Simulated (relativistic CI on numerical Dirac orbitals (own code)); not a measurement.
Crystal-field levels of Pm⁴⁺, 4f3

Calculated by Dirac-Coulomb-Breit CI, separate exchange-only KLI orbitals for each configuration, model QED, one configuration in a parametric crystal field, unscaled Slater integrals (own radial code). With so little scaling, terms lie 10 to 35 % too far apart, which can change the order of excited levels.

Field parameters in Wybourne normalisation; cubic f-shell fields have B⁴₄ = √(5/14) B⁴₀ and B⁶₄ = −√(7/2) B⁶₀. The field is a parameter set, without covalency.

S and J are read from ⟨S²⟩ = S(S + 1) and ⟨J²⟩ = J(J + 1) of each level; they are not fictitious spins.

D3d, B20 = -1420, B40 = -380, B43 = -2730, B60 = -480, B63 = 320, B66 = -530 cm⁻¹, the lowest 10 levels:

```
E (cm⁻¹)  Degeneracy  Irrep     S     J
     0.0           2     Γ4  1.48  4.50
     255           2  Γ5+Γ6  1.48  4.51
     450           2     Γ4  1.48  4.52
     550           2     Γ4  1.48  4.51
     647           2  Γ5+Γ6  1.48  4.50
    2533           2     Γ4  1.49  5.49
    2588           2  Γ5+Γ6  1.49  5.49
    2673           2     Γ4  1.49  5.51
    2832           2     Γ4  1.49  5.51
    2879           2  Γ5+Γ6  1.49  5.50
```

Principal g values of the ground doublet: 1.26, 3.20, 3.20.

D3h, B20 = 440, B40 = -90, B60 = -800, B66 = 780 cm⁻¹, the lowest 10 levels:

```tsv
E (cm⁻¹)	Degeneracy	S	J
0.0	2	1.48	4.50
112	2	1.48	4.51
151	2	1.48	4.51
323	2	1.48	4.50
334	2	1.48	4.51
2480	2	1.49	5.50
2500	2	1.49	5.50
2552	2	1.49	5.49
2562	2	1.49	5.50
2582	2	1.49	5.50
```

Principal g values of the ground doublet: 2.24, 2.24, 3.49.

Oh, B40 = 2630, B60 = 190 cm⁻¹, the lowest 16 levels:

| E (cm⁻¹) | Degeneracy | Irrep | S | J |
| --- | --- | --- | --- | --- |
| 0.0 | 4 | Γ8 | 1.48 | 4.51 |
| 13.4 | 2 | Γ6 | 1.48 | 4.50 |
| 385 | 4 | Γ8 | 1.48 | 4.50 |
| 2362 | 4 | Γ8 | 1.49 | 5.50 |
| 2391 | 2 | Γ7 | 1.49 | 5.51 |
| 2644 | 4 | Γ8 | 1.49 | 5.49 |
| 2680 | 2 | Γ6 | 1.49 | 5.50 |
| 4841 | 4 | Γ8 | 1.50 | 6.50 |
| 4849 | 2 | Γ7 | 1.50 | 6.50 |
| 5124 | 2 | Γ7 | 1.50 | 6.49 |
| 5154 | 4 | Γ8 | 1.50 | 6.49 |
| 5204 | 2 | Γ6 | 1.50 | 6.50 |
| 7356 | 4 | Γ8 | 1.49 | 7.50 |
| 7390 | 2 | Γ6 | 1.49 | 7.50 |
| 7761 | 4 | Γ8 | 1.49 | 7.49 |
| 7780 | 2 | Γ7 | 1.49 | 7.50 |

Oh, B40 = 1770, B60 = 1070 cm⁻¹, the lowest 16 levels:

| E (cm⁻¹) | Degeneracy | Irrep | S | J |
| --- | --- | --- | --- | --- |
| 0.0 | 4 | Γ8 | 1.48 | 4.54 |
| 641 | 2 | Γ6 | 1.48 | 4.54 |
| 662 | 4 | Γ8 | 1.48 | 4.53 |
| 2590 | 2 | Γ7 | 1.49 | 5.52 |
| 2759 | 4 | Γ8 | 1.49 | 5.49 |
| 2886 | 4 | Γ8 | 1.49 | 5.52 |
| 2954 | 2 | Γ6 | 1.49 | 5.49 |
| 5081 | 2 | Γ7 | 1.50 | 6.48 |
| 5191 | 4 | Γ8 | 1.50 | 6.50 |
| 5421 | 2 | Γ6 | 1.50 | 6.51 |
| 5422 | 4 | Γ8 | 1.50 | 6.50 |
| 5536 | 2 | Γ7 | 1.50 | 6.51 |
| 7425 | 4 | Γ8 | 1.49 | 7.46 |
| 7891 | 2 | Γ6 | 1.49 | 7.48 |
| 7984 | 4 | Γ8 | 1.49 | 7.48 |
| 8292 | 4 | Γ8 | 1.49 | 7.48 |

Oh, B40 = -1420, B60 = -1130 cm⁻¹, the lowest 16 levels:

| E (cm⁻¹) | Degeneracy | Irrep | S | J |
| --- | --- | --- | --- | --- |
| 0.0 | 2 | Γ6 | 1.48 | 4.53 |
| 68.8 | 4 | Γ8 | 1.48 | 4.53 |
| 656 | 4 | Γ8 | 1.48 | 4.54 |
| 2536 | 4 | Γ8 | 1.49 | 5.53 |
| 2676 | 2 | Γ6 | 1.49 | 5.49 |
| 2811 | 4 | Γ8 | 1.49 | 5.48 |
| 2859 | 2 | Γ7 | 1.49 | 5.52 |
| 4958 | 2 | Γ7 | 1.50 | 6.51 |
| 5111 | 4 | Γ8 | 1.50 | 6.50 |
| 5141 | 2 | Γ6 | 1.50 | 6.51 |
| 5345 | 4 | Γ8 | 1.50 | 6.49 |
| 5563 | 2 | Γ7 | 1.50 | 6.48 |
| 7233 | 2 | Γ7 | 1.49 | 7.48 |
| 7548 | 4 | Γ8 | 1.49 | 7.48 |
| 7900 | 4 | Γ8 | 1.49 | 7.48 |
| 7951 | 2 | Γ6 | 1.49 | 7.48 |

Principal g values of the ground doublet: 2.56, 2.56, 2.56.

The next free-ion level lies 2350 cm⁻¹ above the lowest; the field splits the ground level into components whose J stays near 9/2 as long as their spread is small against that gap.

Levels of this model without a field, named by their leading LS term: ⁴I°9/2 0, ⁴I°11/2 2350, ⁴I°13/2 4858, ⁴I°15/2 7469, ²H°9/2 17084, ⁴F°3/2 17205, ⁴F°5/2 18475, ⁴S°3/2 19559 cm⁻¹.
